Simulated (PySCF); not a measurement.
C4H3BCl2O.
Geometry (PBE0-D3(BJ)/def2-SVP, Å), atoms numbered from 1 in this order:
```xyz
11
C4H3BCl2O angstrom
Cl     3.7983   -0.8267    1.2788
B      2.9022    0.3810    0.3690
Cl     3.7745    1.6315   -0.4879
C      1.3788    0.3162    0.3462
C      0.4838   -0.5531    0.9390
C     -0.8160   -0.1278    0.5713
C     -0.6249    0.9741   -0.2223
O      0.6702    1.2458   -0.3621
H      0.7550   -1.3988    1.5680
H     -1.7697   -0.5694    0.8513
H     -1.3163    1.6383   -0.7372
```

Jobs on this species (11 atoms, 74 electrons) with PySCF (density fitting). Hardware of each: x86-64 server, one thread, no GPU (shared host). Times come from a shared host and carry two figures at best.

Question: Rank these jobs by wall time, shortest first.
A. CAM-B3LYP/def2-SVPD; 10 singlets by full TDDFT, 4 Tamm–Dancoff triplets, polarisability, ΔSCF ions; 201 basis functions
B. PBE0/pcSseg-1; shieldings, ring-centre shieldings, charges and field gradients; 165 basis functions
C. PBE0-D3(BJ)/def2-SVP, grid level 1; geometry optimisation from a GFN2-xTB start; 135 basis functions

Answer: B (16 s), C (42 s), A (73 s).

All jobs:

```tsv
level and settings	work	basis functions	SCF cycles	wall time
PBE0/pcSseg-1	shieldings, ring-centre shieldings, charges and field gradients	165	14	16 s
PBE0-D3(BJ)/def2-SVP, grid level 1	geometry optimisation from a GFN2-xTB start	135	46	42 s
delta-SCF UKS SCAN, pcX-2 on the ionised atom, pcseg-1 elsewhere, spin-free X2C	ΔSCF core ionisation, 8 holes	177	158	46 s
KT2/pcSseg-2	shieldings, ring-centre shieldings	344	17	69 s
CAM-B3LYP/def2-SVPD	10 singlets by full TDDFT, 4 Tamm–Dancoff triplets, polarisability, ΔSCF ions	201	14	73 s
```

Question: What do all jobs in the table cost together?

Answer: About 4.1 min; the longest takes about 30 % of that, and about 4.6 times as long as the shortest.
